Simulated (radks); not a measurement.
Results of a calculation; reference values are marked as such.
Nd I, configuration [Xe] 4f4 6s2. Code: a radial shooting solver on a logarithmic mesh with Libxc functionals. Model: Dirac Kohn-Sham, PBE, spin-unpolarised, spherical densities, finite nucleus; open shells fill j = l - 1/2 first; Fermi nuclear charge, rms radius 4.9123 fm. Some entries of the table are withheld. Estimate them.

orbital  occ.  eigenvalue (eV)  r(max) (bohr)
1s1/2       2              (1)        0.01510
2s1/2       2        -7009.475        0.08565
2p1/2       2        -6631.648        0.06508
2p3/2       4        -6111.588        0.07053
3s1/2       2        -1520.475         0.2440
3p1/2       2        -1359.066         0.2308
3p3/2       4        -1255.248         0.2425
3d3/2       4              (2)         0.1941
3d5/2       6              (3)         0.1974
4s1/2       2        -302.2077         0.5656
4p1/2       2        -241.2889         0.5731
4p3/2       4        -218.7898         0.5981
4d3/2       4        -118.6762         0.6142
4d5/2       6        -114.7022         0.6224
5s1/2       2              (4)          1.322
5p1/2       2              (5)          1.450
5p3/2       4              (6)          1.523
6s1/2       2          -3.4967          3.801
5d3/2       0              (7)          2.204
4f5/2       4              (8)         0.6606
5d5/2       0              (9)          2.260
4f7/2       0             (10)         0.6658
6p1/2       0          -1.3506          4.880
6p3/2       0          -1.1819          5.127

Answer. 
(1) 1s1/2 eigenvalue (eV): -43357.10
(2) 3d3/2 eigenvalue (eV): -974.0972
(3) 3d5/2 eigenvalue (eV): -951.6561
(4) 5s1/2 eigenvalue (eV): -40.3357
(5) 5p1/2 eigenvalue (eV): -24.1433
(6) 5p3/2 eigenvalue (eV): -21.1295
(7) 5d3/2 eigenvalue (eV): -2.0055
(8) 4f5/2 eigenvalue (eV): -1.8404
(9) 5d5/2 eigenvalue (eV): -1.8395
(10) 4f7/2 eigenvalue (eV): -1.4404
